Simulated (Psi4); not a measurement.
A dimer, CH3Cl ··· C3H6 (SMILES CCl and C1CC1); the first 5 atoms form monomer A.

```
14

C     -0.1538     0.0015    -0.0021
Cl     1.6404    -0.0164     0.0219
H     -0.4890    -0.5233    -0.8915
H     -0.5126    -0.4972     0.8932
H     -0.4850     1.0353    -0.0216
C     -1.5046     0.9896    -4.1456
C     -2.3884    -0.0190    -4.8251
C     -1.4350    -0.4589    -3.7491
H     -1.9632     1.6844    -3.4551
H     -0.6787     1.4031    -4.7083
H     -3.4450    -0.0066    -4.5944
H     -2.1605    -0.2879    -5.8476
H     -1.8465    -0.7441    -2.7904
H     -0.5620    -1.0255    -4.0437
```

Q: What interaction energy does SAPT0/jun-cc-pVDZ, frozen core (Psi4 1.11) give, and which attractive term is the largest?

A: Total -0.32 kcal/mol: electrostatics -0.24, exchange 0.89, induction -0.14, dispersion -0.83. The most attractive term is dispersion.
